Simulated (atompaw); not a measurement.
# Before and after: PAW (atompaw) potential for Cs (Z = 55)

- Element: caesium (Cs)
- Generator: atompaw 4.2.0.5
- Type: PAW
- Functional: LDA (PW92)
- Relativity: scalar-relativistic
- Frozen core: [Xe]
- Valence charge: 1
- Reference configuration: 5d0 6s0.75 6p0.25
- Partial waves: 6s (bound): rc 3.00 bohr; 6s channel at 3.9 Ry: rc 3.00 bohr; 6p (bound): rc 3.00 bohr; 6p channel at 2.9 Ry: rc 3.00 bohr; 5d (bound, empty): rc 3.00 bohr; 5d channel at 0.45 Ry: rc 3.00 bohr
- Local potential: troulliermartins scheme with l = 3 at 0 Ry, radius 2.55 bohr
- Core correction: smooth core density matched at 1.85 bohr
- Augmentation charge: sinc compensation charge, radius 2.40 bohr; PAW radius 3.00 bohr; waves and projectors: custom polynom vanderbiltortho

All-electron outer shells of the reference configuration (LDA (PW92), scalar-relativistic, ld1.x):

```json
{"shell": "5s", "level (eV)": "-27.23", "outermost node (bohr)": "0.82", "outermost maximum (bohr)": "1.54"}
{"shell": "5p", "level (eV)": "-13.93", "outermost node (bohr)": "0.89", "outermost maximum (bohr)": "1.76"}
{"shell": "6s", "level (eV)": "-2.40", "outermost node (bohr)": "2.10", "outermost maximum (bohr)": "4.62"}
{"shell": "6p", "level (eV)": "-0.95", "outermost node (bohr)": "2.60", "outermost maximum (bohr)": "6.64"}
{"shell": "5d", "level (eV)": "-0.68", "outermost node (bohr)": "1.06", "outermost maximum (bohr)": "3.34"}
```

Change: core [Kr] 4d10, valence charge 9; reference 5s2 5p6 5d0 6s0 6p1; waves now 5s (bound): rc 3.00 bohr; 6s (bound): rc 2.80 bohr; 5p (bound): rc 2.70 bohr; 6p (bound): rc 2.95 bohr; 5d (bound): rc 3.00 bohr; 5d channel at 1.65 Ry: rc 3.00 bohr; local potential troulliermartins scheme with l = 3 at 0 Ry, radius 2.40 bohr; core correction smooth core density matched at 2.90 bohr; augmentation sinc compensation charge, radius 2.75 bohr; PAW radius 3.00 bohr; waves and projectors: custom polynom vanderbiltortho.

Cutoffs: the cutoffs (Ry, on a coarse ladder) from which the occupation-weighted sum of valence levels, in a spherical-Bessel basis at the reference potential, stays within 10 and 1 mRy of its value at 400 Ry; they do not see the model core or the augmentation charge, which bear on the density cutoff.

Task: What does the change do?

Result: The potential gets harder (6 Ry and 6 Ry → 10 Ry and 15 Ry); the bound ghosts move from p, s to s; the range in which the s phases agree widens (upper end 0.9 → at the end of the scan); the range in which the p phases agree narrows (upper end 4.9 → 0.7). The added semicore shells are compact, so their waves need more plane waves. Several settings change at once here, so the effects cannot be laid on one of them.

```tsv
quantity	base	changed
cutoff, loose	6 Ry	10 Ry
cutoff, tight	6 Ry	15 Ry
loose cutoff by channel (10 mRy a level)	s 6 Ry, p 6 Ry	s 6 Ry, p 8 Ry
bound ghosts	s, p	s
s: phases at 3.00 bohr within 0.05 rad from the reference energy up to (Ry; the scan ends near 5)	0.9	to the end of the scan
p: phases at 3.00 bohr within 0.05 rad from the reference energy up to (Ry; the scan ends near 5)	4.9	0.7
d: phases at 3.00 bohr within 0.05 rad from the reference energy up to (Ry; the scan ends near 5)	3.2	3.3
lowest overlap eigenvalue by channel	s 0.26, p 0.64, d 0.84	s 0.35, p 0.85, d 0.93
```

 A true bound ghost makes a file unfit for plane-wave use even where its test errors are small: the radial tests pick states by their node count and pass the ghost by. The cutoffs see the waves, projectors and local potential, not the compensation charge or the core.
